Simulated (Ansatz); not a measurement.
Conformers of GaH3O2S (`[OH][Ga]([OH])[SH]`), each relaxed with PBE0-D4/def2-TZVP in Ansatz. CBS adds the triple-zeta coupled-cluster correction to the MP2 limit.

Outer-core shells of Ga are correlated without core-valence functions. Scalar relativity is left out up to krypton. Spin–orbit coupling is left out.

Not all of them had a frequency check.

Conformer A:

Z-matrix (Å, degrees):
```
Ga
O 1 1.775
S 1 2.185 2 119.2
O 1 1.779 2 116.7 3 180.0
H 2 0.960 1 112.7 3 180.0
H 3 1.345 1 91.9 2 -0.0
H 4 0.959 1 114.9 2 180.0
```

Conformer B:

Cartesian coordinates in Å:
```
O -0.732 -0.103 1.626
Ga 0.251 -0.070 0.151
O 1.966 -0.433 0.409
S -0.530 0.374 -1.856
H -1.660 0.097 1.488
H 2.494 -0.418 -0.392
H -1.789 0.553 -1.426
```

**Question.** Which is lowest in electronic energy at CCSD(T)/CBS (frozen core, def2 sets), and by how much? (Estimate.)

**Answer.** The calculation gave: A; B lies 6.2 kJ/mol higher.

**Question.** Give the energies relative to A (kJ/mol) with PBE-D4/def2-TZVPP, B3LYP-D4/def2-TZVPP, B2PLYP/def2-TZVPP, PBE/def2-TZVPP, MP2/def2-TZVPP, SCS-MP2/def2-QZVPP, HF/CBS(def2). (An estimate is asked.)

**Answer.** Computed: 
| level | B |
| --- | --- |
| PBE-D4/def2-TZVPP | 5.3 |
| B3LYP-D4/def2-TZVPP | 6.0 |
| B2PLYP/def2-TZVPP | 6.1 |
| PBE/def2-TZVPP | 5.3 |
| MP2/def2-TZVPP | 6.0 |
| SCS-MP2/def2-QZVPP | 5.8 |
| HF/CBS(def2) | 6.6 |

B3LYP here is the variant with VWN-RPA as its local correlation; programs differ in this.
